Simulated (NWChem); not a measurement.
Molecule: GeHOCl2F; SMILES [OH][Ge]([F])([Cl])[Cl]

```xyz
6

O     -1.2488    -0.1289    -1.4563
Ge    -0.2687    -0.0112    -0.0209
F     -1.3045     0.0646     1.3528
Cl     0.9294    -1.7457     0.0982
Cl     0.9160     1.7518     0.0247
H     -1.9691     0.5139    -1.4758
```
Atoms are numbered in this order, from 1.

All runs: NWChem. Pople sets run with spherical d functions. The geometry was optimised at PBE0/def2-SVP. GIAO values for the isolated, static molecule; σ is the absolute isotropic shielding, δ = σ(reference) − σ with the isolated reference molecule computed at the same levels (19F: trichlorofluoromethane, 1H: tetramethylsilane, 17O: water).

For level PBE0/pcSseg-1:

| Item | Value |
|---|---|
| δ O1 (ppm) | 89.3 |
| σ Ge2 (ppm) | 1276.5 |
| δ F3 (ppm) | -98.5 |
| σ Cl4 (ppm) | 841.8 |
| σ Cl5 (ppm) | 816.0 |
| δ H6 (ppm) | 2.50 |

Task: What are these values for level Hartree-Fock/6-31G*?

Result: 
- δ O1 (ppm): 39.3
- σ Ge2 (ppm): 1646.0
- δ F3 (ppm): -78.3
- σ Cl4 (ppm): 969.4
- σ Cl5 (ppm): 954.8
- δ H6 (ppm): 2.30
